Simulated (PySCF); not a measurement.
1,1-dimethylcyclopropane (C5H10), SMILES C1C(C1)(C)C. Atoms are numbered in the order given.

```xyz
15

C      0.0000     1.2696    -0.9676
C      0.0000     0.0000    -0.1500
C      0.0000    -1.2696    -0.9676
C     -0.7517     0.0000     1.1520
C      0.7517     0.0000     1.1520
H     -0.8902     1.3224    -1.6159
H      0.0000     2.1629    -0.3247
H      0.8902     1.3224    -1.6159
H      0.0000    -2.1629    -0.3247
H     -0.8902    -1.3224    -1.6159
H      0.8902    -1.3224    -1.6159
H     -1.2672    -0.9177     1.4499
H     -1.2672     0.9177     1.4499
H      1.2672    -0.9177     1.4499
H      1.2672     0.9177     1.4499
```

Geometry: PBE0-D3(BJ)/def2-SVP.

Two levels are set side by side: PBE/pcSseg-1 (PySCF) and PBE0/pcSseg-1 (PySCF). GIAO shifts against TMS (¹H), TMS (¹³C) at the same level; non-relativistic, no solvent, atoms listed together averaged. Differences are taken from unrounded values.

```json
[
 {"quantity": "δ(¹³C) of C1, C3 (ppm)", "PBE0": "29.1", "PBE": "30.1", "PBE minus PBE0": "0.9"},
 {"quantity": "δ(¹³C) of C2 (ppm)", "PBE0": "13.0", "PBE": "15.3", "PBE minus PBE0": "2.2"},
 {"quantity": "δ(¹³C) of C4, C5 (ppm)", "PBE0": "17.7", "PBE": "19.2", "PBE minus PBE0": "1.5"},
 {"quantity": "δ(¹H) of H12, H13, H14, H15 (ppm)", "PBE0": "0.52", "PBE": "0.54", "PBE minus PBE0": "0.02"}
]
```

Rough cost on one machine, each run with all the roots and properties that it gave: PBE0 against PBE within a factor of 2.
